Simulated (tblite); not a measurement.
C₃H₈F₂O₂Si₂.
Cartesian coordinates in Å at the GFN2-xTB level; atoms count from 1:
```
atom  x, y, z in Å
C1     0.905    1.720   -1.504
C2     0.356    0.641   -0.965
O3    -0.670   -0.002   -1.473
Si4   -1.424   -1.329   -0.798
Si5   -1.898   -0.954    1.429
O6     0.782    0.034    0.223
C7     1.948    0.410    0.782
F8     2.291   -0.521    1.683
F9     1.829    1.571    1.471
H10    1.716    2.255   -1.053
H11    0.501    2.101   -2.421
H12   -0.536   -2.474   -1.055
H13   -2.510   -1.363   -1.776
H14   -2.020    0.475    1.746
H15   -3.176   -1.580    1.789
H16   -0.883   -1.506    2.328
H17    2.780    0.534    0.064
```

Method: GFN2-xTB as coded in tblite; computed harmonic values from a numerical Hessian at the method's own geometry, unscaled. Errors from tens to a few hundred cm⁻¹ against measured bands are possible. Modes of hydrogen on silicon can be 10 to 20 % off. One conformer, not necessarily the lowest.

Harmonic wavenumbers (cm⁻¹): 29.3, 37.2, 68.1, 80.6, 94.5, 102.8, 164.4, 213.2, 349.5, 375.0, 402.1, 438.9, 470.8, 480.2, 492.3, 537.0, 583.0, 617.1, 650.9, 689.2, 714.3, 732.5, 785.6, 801.6, 802.8, 810.1, 819.9, 933.0, 995.1, 1015.9, 1080.8, 1150.7, 1226.8, 1270.7, 1289.0, 1389.5, 1735.2, 2170.3, 2217.6, 2224.0, 2246.1, 2272.0, 2865.2, 3157.6, 3194.3.

A = 1483, B = 825.2, C = 622.9 MHz; mass 170.003 u (most abundant isotopes); point group C1, symmetry number 1.

**Question.** What is the zero-point energy?

**Answer.** Half the sum of the wavenumbers: 22388 cm⁻¹ = 267.82 kJ/mol.

**Question.** Entropy at 500 K, 1 bar (ideal gas, RRHO, classical rotation)?

**Answer.** Translation 183.65, rotation 133.74, vibration 271.58: S = 589.0 J/(mol K).

**Question.** And Cp and H(500 K) − H(0)?

**Answer.** Cp = 258.60 J/(mol K), of which vibrations give 225.34 (their classical limit is 45 R = 374.2); H(500 K) − H(0) = 80.83 kJ/mol without the zero-point energy, 64.20 from vibrations.

**Question.** Which modes carry the vibrational entropy at 500 K?

**Answer.** 29.3 cm⁻¹: 28.88; 37.2 cm⁻¹: 26.90; 68.1 cm⁻¹: 21.88; 80.6 cm⁻¹: 20.48; 94.5 cm⁻¹: 19.17; 102.8 cm⁻¹: 18.47 J/(mol K); the other 39 give 135.80 together.

**Question.** How do the functions run with temperature in this model?

**Answer.** 
```
 T (K)  S (J/(mol K))  Cp (J/(mol K))  H − H(0) (kJ/mol)  G − H(0) (kJ/mol)  ln q(vib)
    50          270.3            71.4               2.57             -10.95       1.37
   100          327.2            93.9               6.73             -25.98       3.52
298.15          472.9           190.3              34.90            -106.08      10.69
373.15          518.9           220.1              50.33            -143.29      13.18
   750          704.0           307.5             152.14            -375.83      24.47
  1000          796.8           337.1             232.99            -563.80      30.86
```

q(vib) and H(0) count from the zero-point level.

**Question.** What must be added to the electronic energy to get the Gibbs energy at 500 K and 1 bar?

**Answer.** ZPE + [H(500 K) − H(0)] − T·S = 267.82 + 80.83 − 294.49 = 54.16 kJ/mol.

**Question.** Blend soft modes into free rotors: weight 1/[1 + (100 cm⁻¹/ν̃)⁴] for the oscillator and the rest for a rotor with moment μB/(μ + B), μ = h/(8π²ν), B = 10⁻⁴⁴ kg m². What vibrational entropy results?

**Answer.** 239.31 J/(mol K) in place of 271.58, which changes −T·S at 500 K by +16.14 kJ/mol.

Hindered rotation and anharmonicity are outside this model. Other conformers, if any are populated, would add a mixing term that is left out. The structure is chiral; the term R ln 2 for an equal mix with its mirror image is left out.

Hardware: an Arm Neoverse N1 with one thread, no GPU, shared host. Cost: 1.3 s wall. The figure is for the frequency step alone.
